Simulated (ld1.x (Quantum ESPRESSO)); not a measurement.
**calcium (Ca): excitation energies, all-electron against TM**

- Element: Ca (Z = 20)
- Generator: ld1.x (Quantum ESPRESSO) 7.5
- Type: norm-conserving Troullier–Martins (Kleinman–Bylander form)
- Functional: PBEsol
- Relativity: scalar-relativistic
- Frozen core: [Ne]
- Valence charge: 10
- Reference configuration: 3s2 3p6 3d0 4s1 4p1
- Partial waves: 3s (bound): rc 1.55 bohr; 3d (bound, empty): rc 3.05 bohr; 3p (bound): rc 1.85 bohr
- Local potential: the p channel
- Core correction: none

Occupied shells without a wave of their own: 4p, 4s. They enter only through the test configuration that unscreens the potential.

Energies are relative to the spin-unpolarised reference configuration 3s2 3p6 3d0 4s1 4p1; without spin polarisation the order of configurations can differ from experiment.

```tsv
valence configuration	charge	ΔE all-electron (eV)	error AE − PS (meV)
3s2 3p6 3d0 4s1 4p0	+1	3.879	-13
3s2 3p6 3d0 4s0 4p0	+2	15.560	-211
3s2 3p6 3d0 4s1.5 4p0	+0.5	0.077	+45
3s2 3p6 3d1 4s0 4p0	+1	5.200	-5.5
3s2 3p6 3d0 4s0 4p2	0	2.519	-100
```

Q: What are ΔE and the potential's error for 3s2 3p6 3d0 4s2 4p0?

A: ΔE = -2.426 eV all-electron; the error (AE − PS) is +85 meV.

Q: What are ΔE and the potential's error for 3s1 3p6 3d0 4s2 4p0?

A: ΔE = 51.660 eV all-electron; the error (AE − PS) is +238 meV.

Levels in the configuration 3s2 3p6 3d0 4s0 4p2:

| level | all-electron (eV) | pseudo (eV) |
| --- | --- | --- |
| 3s | -49.604 | -49.692 |
| 3p | -30.551 | -30.636 |
| 4p | -2.372 | -2.402 |

The 4p, 4s levels have no wave, so the channel is fitted at the deeper level alone: the likely source of the large errors.
